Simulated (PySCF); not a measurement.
GeHO, SMILES [OH+]=[Ge] (connectivity only; charge and spin as stated), charge +1, multiplicity 1. Geometry optimised at PBE-D3(BJ)/def2-TZVP. The isomer is the one that the SMILES or the coordinates give; other isomers of the formula were not compared.

The numbers are results of PBE-D3(BJ)/def2-TZVP (PySCF), not measurements.

Harmonic wavenumbers (cm⁻¹): 191, 191, 852, 3684. Rotational constants (GHz): 11.81 (linear); symmetry number 1.

Question: Work out the zero-point energy and the ideal-gas rigid-rotor harmonic-oscillator thermochemistry at 298.15 K and 1 atm.

Answer: ZPE = ½ Σ hcν = ½ × 4918 cm⁻¹ = 7.03 kcal/mol. H − E(el) = 9.87 kcal/mol. Entropy in cal/(mol K): translation 39.39, rotation 14.44, vibration 4.61, total 58.44. G − E(el) = -7.56 kcal/mol. Cp = 11.23 cal/(mol K).
